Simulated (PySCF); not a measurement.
**Polarisability and C₆ of Cr²⁺ (chromium, charge +2)**

[Ar] 3d4, high-spin 5D determinant. Calculation: PySCF 2.14, in aug-cc-pwCVTZ-DK with one added diffuse shell each of s, p, d, f, g type (11s10p8d5f4g, 152 functions); the spin-free X2C one-electron Hamiltonian (Gaussian nucleus). Coupled (time-dependent) response in atomic units; α is the mean over directions.

| method | mean α (bohr³) | α xx, yy, zz | C₆ (like pair) | S(−4) |
| --- | --- | --- | --- | --- |
| BP86 | 4.676 | 4.351, 4.351, 5.326 | 14.06 | 15.10 |

S(−4) is the Cauchy moment in α(ω) = α(0) + S(−4) ω² + …

α(iu) at BP86:

```csv
u (hartree),α(iu) (bohr³)
0,4.676
0.0500,4.638
0.100,4.533
0.200,4.186
0.300,3.778
0.500,3.067
0.750,2.445
1.00,2.011
1.50,1.439
2.00,1.078
3.00,0.6627
5.00,0.3207
```

A single London oscillator, α(iu) = α/(1 + u²/ω²), gives C₆ = (3/4) ω α². Matching the computed C₆ needs ω = 4 × 14.06 / (3 × 4.676²) = 0.857 hartree.

For an ion, C₆ is the dispersion term alone; charge-induced terms of lower order in 1/R come first.

The components differ because the open shell of this determinant is not spherical; for a pure term their mean is the scalar polarisability.
